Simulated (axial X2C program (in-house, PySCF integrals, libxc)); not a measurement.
The numbers below are computed, except where a source is named.
AsC: input and output of an EOM-IP-CCSD run

Program: an axial X2C code built on PySCF integrals.

Input and command:
```json
{"zs": [33, 6], "q": 0, "bas": ["dyall-acv3z", "dyall-av3z"], "r0": 1.81, "eom": "ip", "rq": -1, "thr": -2.0, "nmax": 95, "grid": [1, 0.96, 1.045, 0.92, 1.09, 1.15]}
```
```bash
python soeom.py task.json out
```

Keys: zs atomic numbers; q charge; bas basis sets; r0 starting distance in Å; eom kind of EOM run; rq charge at which the geometry is sought; thr threshold in hartree for freezing inner shells (an s shell follows its p shell); nmax most natural virtual spinors; grid distances as factors.

Output at R = 1.705 Å (near the PBE0 minimum at charge -1 of the determinant lowest at the starting distance; the state shown can have its own minimum elsewhere), reference AsC⁻:

```
two-component X2C + atomic mean field  HF
basis functions 177  fitting functions 964  grid points 5073
iter        total energy     max residual
   1      -2296.132738601     2.56e-01
   2      -2296.155483952     8.71e-03
   3      -2296.156220435     9.06e-03
   4      -2296.157355741     2.94e-03
   5      -2296.157524163     9.18e-04
   6      -2296.157559105     7.39e-04
   7      -2296.157572309     1.92e-04
   8      -2296.157574268     1.27e-04
   9      -2296.157575071     8.27e-05
  10      -2296.157575707     5.25e-05
  11      -2296.157576129     1.45e-05
  12      -2296.157576156     2.13e-06
  13      -2296.157576156     1.30e-06
converged
one-electron -3327.63357097  Coulomb 1058.73839732  exact exchange -87.90886494  xc functional 0.00000000  nuclear repulsion 61.45283740  atomic mean-field constant -0.80637496
correlated 10  virtual 266  natural virtual 94  E(MP2) -0.304575757  MP2 remainder -0.010354344
iter   CCSD correlation   residual
   1     -0.280431494   2.15e-01
   2     -0.295580310   1.00e-01
   3     -0.299111495   3.44e-02
   4     -0.299841505   1.33e-02
   5     -0.299970084   5.57e-03
   6     -0.299954368   1.38e-03
   7     -0.299954238   4.92e-04
   8     -0.299961477   1.92e-04
   9     -0.299960400   9.96e-05
  10     -0.299962106   4.43e-05
  11     -0.299960742   1.80e-05
  12     -0.299960912   7.58e-06
  13     -0.299960850   3.64e-06
  14     -0.299960816   2.02e-06
  15     -0.299960843   1.13e-06
  16     -0.299960846   6.47e-07
(T) -0.022625945  T1 0.0416  D1 0.0627  max T2 0.094
EOM-IP-CCSD roots
2*Omega      energy/Eh   energy/eV  one-particle weight
    1       0.10691742      2.9094      0.900
    1       0.13516689      3.6781      0.948
    1       0.28181381      7.6685      0.765
    1       0.30181264      8.2127      0.000
    3       0.13188286      3.5887      0.948
    3       0.30151586      8.2047      0.000
    3       0.33119143      9.0122      0.000
    5       0.33230329      9.0424      0.000
```
T1 in the output is the amplitude norm over the root of the electron number; divide by √2 for the Lee–Taylor value.

Reference electrons by ω block (each with its −ω partner): 1/2: 14, 3/2: 5, 5/2: 1. Root energies count from the CCSD energy of the reference. The reference has large amplitudes (orbital relaxation or multireference character). The reference need not be the lowest state of its species. All roots sought are printed; those with a small one-particle weight need a further excitation, are placed far too high, and may in truth lie low or lowest. Inner shells are frozen, and levels at this size can be off by some tenths of an eV.
